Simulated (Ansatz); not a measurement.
`CBS[SiH3]` + H₂O → `CBO` + `[SiH3]S`  (formal hydrolysis of a B–S bond)

Gas-phase electronic energies from Ansatz, PBE0-D4/def2-TZVP geometries. CCSD(T)/CBS adds triple-zeta CCSD(T) − MP2 to the extrapolated MP2 energy (def2 sets, frozen cores). This one scheme is used for every species. Functionals use def2-TZVPP. One conformer a species, not always the lowest.

| species | CAM-B3LYP energy (Eh) |
| --- | --- |
| `CBS[SiH3]` | -754.91293 |
| H₂O | -76.43858 |
| `CBO` | -141.23531 |
| `[SiH3]S` | -690.14238 |

Problem. Work out ΔE.

Solution. ΔE = (-141.23531) + (-690.14238) − (-754.91293) − (-76.43858) = -0.02618 Eh = -68.7 kJ/mol. CCSD(T)/CBS gives -48.7 kJ/mol.

Largest T1 diagnostic among the species: 0.013.

At CCSD(T), def2-SVP lies −23.1 kJ/mol from the extrapolated value and def2-TZVPP −4.8 kJ/mol. The D4 term adds +8.5 kJ/mol with B3LYP and +4.7 kJ/mol with PBE0; it sums over pairs of atoms, weighted by their polarisabilities, and B3LYP, whose exchange is more repulsive, gets the larger term.

B3LYP here is the variant with VWN-RPA as its local correlation; programs differ in this.
